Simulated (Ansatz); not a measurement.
```xyz
13

F     0.215    2.255   -1.560
Al   -0.514    0.774   -1.600
F     0.207   -0.405   -2.525
F    -2.162    0.768   -1.516
O     0.004   -0.005    0.055
Si    0.911   -1.457   -0.039
Si   -0.436    0.743    1.524
H     0.085   -2.494   -0.681
H     1.138   -1.781    1.393
H     2.187   -1.179   -0.718
H    -1.194    1.946    1.137
H     0.813    1.062    2.246
H    -1.253   -0.227    2.284
```

Charge 0, multiplicity 1.

(1) List the CAM-B3LYP/def2-TZVPP orbital energies in eV (Ansatz 0.2.0). (An estimate is asked.)

Answers

(1) Computed: Occupied: -1802.76, -1802.71, -1526.70, -672.46, -672.17, -672.17, -524.70, -147.27, -147.20, -114.68, -102.66, -102.60, -102.55, -102.55, -102.50, -102.47, -75.37, -75.29, -75.28, -33.34, -32.95, -32.80, -31.40, -19.33, -17.92, -15.95, -14.92, -14.91, -14.65, -13.80, -13.65, -13.04, -12.96, -12.88, -12.78, -12.50, -12.30, -12.21, -12.16, -11.81, -11.52. Lowest empty: -0.32, 1.18, 1.45, 1.47, 1.53, 1.91, 2.30, 2.35.
